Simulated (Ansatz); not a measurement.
Cs8F8, relaxed as a singlet with RKS r2SCAN-D4/def2-SVP in Ansatz, starting from the GFN1-xTB geometry. Force threshold 0.03 eV/Å.

In the def2 sets Cs takes a core potential; there is no spin–orbit coupling.

Start:

```csv
atom,x (Å),y (Å),z (Å)
Cs1,-0.4385,-1.0552,3.7903
F2,-0.7082,1.2991,3.3083
Cs3,-0.5561,2.5387,1.2822
F4,-0.3883,3.6241,-0.9312
F5,-1.8112,-2.6363,1.9673
Cs6,-2.6375,-1.0663,0.2492
F7,-3.3110,0.4766,-1.4396
Cs8,-2.0214,2.1518,-2.6122
F9,1.8180,-2.0904,2.5344
Cs10,2.6417,-0.2970,1.0460
F11,3.3216,1.4597,-0.4108
Cs12,2.0175,2.7184,-2.0168
Cs13,0.4370,-3.8319,0.8662
F14,0.6959,-3.2468,-1.4659
Cs15,0.5554,-1.1568,-2.6019
F16,0.3851,1.1123,-3.5655
```

```tsv
step	energy (eV)	largest force component (eV/Å)	SCF passes
1	-26115.4031	1.933	20
2	-26117.3734	0.834	22
3	-26118.1769	0.404	23
4	-26118.7104	0.167	21
5	-26118.9026	0.147	23
6	-26119.0654	0.167	18
7	-26119.2728	0.218	17
8	-26119.5910	0.302	18
9	-26119.9986	0.333	23
10	-26120.4556	0.368	23
11	-26120.8279	0.278	23
12	-26121.0757	0.182	22
13	-26121.3002	0.191	23
14	-26121.4167	0.036	23
15	-26121.4187	0.002	18
```

Force components are those of the run's own axes.

End:

| atom | x (Å) | y (Å) | z (Å) |
| --- | --- | --- | --- |
| Cs1 | -0.429 | -1.703 | 4.440 |
| F2 | -0.384 | 0.177 | 2.351 |
| Cs3 | -0.447 | 2.475 | 0.571 |
| F4 | -0.365 | 4.221 | -1.638 |
| F5 | -1.722 | -3.284 | 2.624 |
| Cs6 | -2.120 | -1.322 | 0.642 |
| F7 | -1.826 | 0.815 | -1.307 |
| Cs8 | -2.044 | 2.813 | -3.272 |
| F9 | 1.725 | -2.783 | 3.149 |
| Cs10 | 2.120 | -0.706 | 1.288 |
| F11 | 1.825 | 1.346 | -0.750 |
| Cs12 | 2.042 | 3.408 | -2.648 |
| Cs13 | 0.431 | -4.519 | 1.480 |
| F14 | 0.384 | -2.339 | -0.294 |
| Cs15 | 0.446 | -0.447 | -2.500 |
| F16 | 0.363 | 1.846 | -4.135 |

Bonds formed: F2–Cs6, F2–Cs10, Cs3–F7, Cs3–F11, Cs6–F14, F7–Cs15, Cs10–F14, F11–Cs15 (atoms count from 1). Metal–metal contacts that move far: Cs10–Cs12 4.34 to 5.69 Å, Cs6–Cs8 4.35 to 5.69 Å, Cs13–Cs15 4.38 to 5.69 Å, Cs1–Cs3 4.38 to 5.69 Å.

No frequencies were taken in this run, so the end may be a saddle point.

It took 11 min on 4 threads of Intel Xeon on a shared host, peak host memory 0.99 GiB.
